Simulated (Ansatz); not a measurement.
System: CH$_{2}$O$_{3}$ (charge 0, singlet). SMILES: O=C(O)O
Coordinates optimised at B3LYP-D3(BJ)/def2-TZVP (Ansatz, an electronic-structure program):
```
C
O 1 1.2025
O 1 1.3386 2 125.65
H 3 0.9673 1 106.70 2 0.00
O 1 1.3386 2 125.65 3 180.00
H 5 0.9673 1 106.70 2 0.00
```

Wanted: vertical triplet-singlet gap (E(triplet) - E(singlet); each state is the SCF solution reached for its spin), in kcal/mol. Cores are frozen in the correlated levels unless marked. Open shells are spin-unrestricted. No spin-orbit coupling. No relativistic terms. CBS marks a two-point X^-3 extrapolation of the correlation energy; Hartree-Fock from the larger set.

| level | program | vertical triplet-singlet gap (kcal/mol) |
|---|---|---|
| HF/aug-cc-pVDZ | Ansatz | 134.7 |
| HF/aug-cc-pVTZ | Ansatz | 134.2 |
| HF/aug-cc-pVQZ | Ansatz | 133.9 |
| SVWN5/def2-TZVPD | Ansatz | 155.2 |
| PBE/def2-TZVPD | Ansatz | 150.8 |
| r2SCAN/def2-TZVPD | Ansatz | 150.6 |
| B3LYP/def2-TZVPD | Ansatz | 152.1 |
| PBE0/def2-TZVPD | Ansatz | 151.6 |
| BHLYP/def2-TZVPD | Ansatz | 148.6 |
| CAM-B3LYP/def2-TZVPD | Ansatz | 152.6 |
| wB97M-V/def2-TZVPD | Ansatz | 157.5 |
| wB97X-V/def2-TZVPD | Ansatz | 156.3 |
| B2PLYP/def2-TZVPD | Ansatz | 158.5 |
| MP2/aug-cc-pVDZ | Ansatz | 172.6 |
| RI-MP2/aug-cc-pVTZ | Ansatz | 171.9 |
| RI-MP2/aug-cc-pVQZ | Ansatz | 172.1 |
| RI-MP2/CBS(aug-cc-pVTZ,aug-cc-pVQZ) | Ansatz | 172.6 |
| SCS-MP2/aug-cc-pVDZ | Ansatz | 170.5 |
| CCSD/aug-cc-pVDZ | Ansatz | 159.8 |
| CCSD(T)/aug-cc-pVDZ | Ansatz | 162.4 |
